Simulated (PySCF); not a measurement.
C5H4F2O, SMILES O=C1C=C(F)C[C@H]1F. Atoms are numbered in the order given.

```xyz
12

O     -1.8299     1.3654     0.5472
C     -0.8647     0.7618     0.1578
C      0.5086     1.2652    -0.0748
C      1.2994     0.2054    -0.2946
F      2.5982     0.2450    -0.5293
C      0.6228    -1.1328    -0.2484
C     -0.8582    -0.7397    -0.2141
F     -1.5862    -1.4807     0.6766
H      0.8096     2.3112    -0.0239
H      0.8844    -1.6675     0.6793
H      0.9101    -1.7650    -1.1020
H     -1.3204    -0.8406    -1.2123
```

Geometry optimised at ωB97X-D3(BJ)/def2-SVP. The structure was generated by enumeration; whether it is a known compound was not checked. The values are those of a single conformer.

Method: PySCF with SMD-M06-2X/def2-SVP.

Solvation free energies are E(SMD) − E(gas) at the gas-phase geometry, for 1 M in both phases. In vacuum the dipole moment is 3.35 D.

Question: Estimate the solvation free energies in water, dichloromethane, benzene. (An estimate is asked for; the answer gives what the named calculation found.)

Answer: 
| solvent | ΔG(solv) (kcal/mol) | its non-electrostatic (CDS) part | dipole (D) |
|---|---|---|---|
| water | -5.7 | 4.6 | 4.76 |
| dichloromethane | -8.3 | -1.3 | 4.19 |
| benzene | -5.9 | -2.4 | 3.75 |
